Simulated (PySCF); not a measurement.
# Fractional electron number in W⁻ (tungsten, charge -1)

The 5d alpha orbital of [Xe] 4f14 5d5 6s2 is emptied in steps (occupation f), with all orbitals relaxed, ending at [Xe] 4f14 5d4 6s2. Calculation: PySCF 2.14, in def2-TZVPPD with the def2 core potential (60 electrons); a scalar-relativistic core potential. The exact energy is a straight line in f; departures are measured from the line between the end points of the same method.

```csv
f,r2SCAN0 (eV)
1,0.000
0.9,-0.181
0.7,-0.422
0.5,-0.502
0.3,-0.422
0.1,-0.181
0,0.000
```

Problem. For r2SCAN0, how does the orbital energy at f = 1 compare with the removal energy?

Solution. −ε = -0.594 eV against a total-energy difference of 1.419 eV. By Janak's theorem ε = ∂E/∂f, so the gap between them reflects the curvature. Along the path −ε is -0.188 (f = 0.9), 0.617 (f = 0.7), 1.419 (f = 0.5), 2.223 (f = 0.3), 3.025 (f = 0.1) eV.

At f = 1 the orbital energy is positive for r2SCAN0: only the finite basis holds the electron.

Reference removal energy between the ground levels: 0.817 eV (measured; photodetachment measurements, as compiled on the Wikipedia data page of electron affinities). The calculation has no spin-orbit coupling. The determinant left behind need not be the lowest term of the ion.
